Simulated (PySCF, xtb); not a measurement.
B(F)(Cl)(NMe2) (C₂H₆BClFN), SMILES CN(C)B(F)Cl.

GFN2-xTB (xtb) at its own geometry gives an orbital gap of 5.76 eV and a dipole moment of 3.93 D.

Geometry: B3LYP-D3(BJ)/def2-SVP. The values are those of a single conformer.

Question: What does PBE/def2-TZVP in PySCF give? (Estimate from the structure and the level; the computed values follow.)

Answer: gap 6.04 eV (levels -6.15 and -0.11 eV), dipole 2.89 D.
